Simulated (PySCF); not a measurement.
**TlSF at several levels of theory**

Computed with PySCF 2.14.0 (density fitting, no spin-orbit coupling) at the geometry relaxed with PBE0:

```xyz
3
TlSF (singlet)
Tl   -0.1190    0.0000    0.3844
S     2.1293    0.0000    0.4677
F    -2.1130    0.0000    0.3089
```

```
level                                              basis    state  HOMO (eV)  gap (eV)  charge on Tl1 (e)  dipole about the centre of mass (D)  largest force component (eV/Å)
 PBE0     Tl def2-SVP with ECP60, S def2-SVP, F def2-SVP  singlet      -7.27      4.11               0.61                                 0.85                            0.04
 PBE0  Tl def2-TZVP with ECP60, S def2-TZVP, F def2-TZVP  singlet      -7.39      4.15               0.80                                 0.87                            0.63
```

Charges are Mulliken's, which hang on the basis. The relaxation used the grid (50, 194), these runs (75, 302) or, all-electron (x2c bases, spin-free X2C Hamiltonian), (99, 590).

A further run in the first row's basis gives HOMO (eV) -9.49, gap (eV) 8.40, charge on Tl1 (e) 0.64, dipole about the centre of mass (D) 1.10, largest force component (eV/Å) 0.18. Which level was it?
A. BP86
B. wB97X

B. The others give HOMO -6.23 eV (BP86).

In the first row's basis the gap widens with exact exchange: 2.1 eV for BP86 (none); 4.1 eV for PBE0 (a fixed share); 8.4 eV for wB97X (rising or full at long range).
